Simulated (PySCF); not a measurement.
**Working with the constants of SbBr⁺**

UHF-CCSD(T) constants of SbBr⁺, ²Π (doublet), unpaired electrons π ↑ (Sb def2-SVP with ECP28, Br def2-SVP; scalar-relativistic core potentials (PySCF 2.14); masses 120.9038 and 78.9183 u):

| Quantity | Value |
| --- | --- |
| ωe | 301.6 cm⁻¹ |
| ωexe | 0.673 cm⁻¹ |
| Be | 0.059822 cm⁻¹ |
| αe | 0.000174 cm⁻¹ |
| De to Sb⁺ + Br | 2.77 eV |

What force constant and bond length do these constants imply?

Reduced mass μred = 47.750 u; k = 5.8918×10⁻⁷·μred·ωe² (u, cm⁻¹, mdyn/Å) = 2.56 mdyn/Å; Re = √(16.8576/(μred·Be)) (u, cm⁻¹, Å) = 2.429 Å.

Estimate the centrifugal constant D from the Kratzer relation and find the Dunham coefficient a1.

D = 4Be³/ωe² = 9.41e-09 cm⁻¹; a1 = −1 − αeωe/(6Be²) = -3.44.

Correlated steps freeze 13 core orbitals. Correlated levels converge slowly with the basis: in double zeta they bind strong bonds too weakly, by up to about 1 eV, and carry superposition errors of some tenths. Spin–orbit coupling is left out, which matters for elements this heavy, above all for dissociation energies. For an ion De counts to the pair picked by the measured ionisation energies or electron affinities, which need not be the lowest pair at this level. The state was picked by a PBE0 search and need not be the measured ground state.
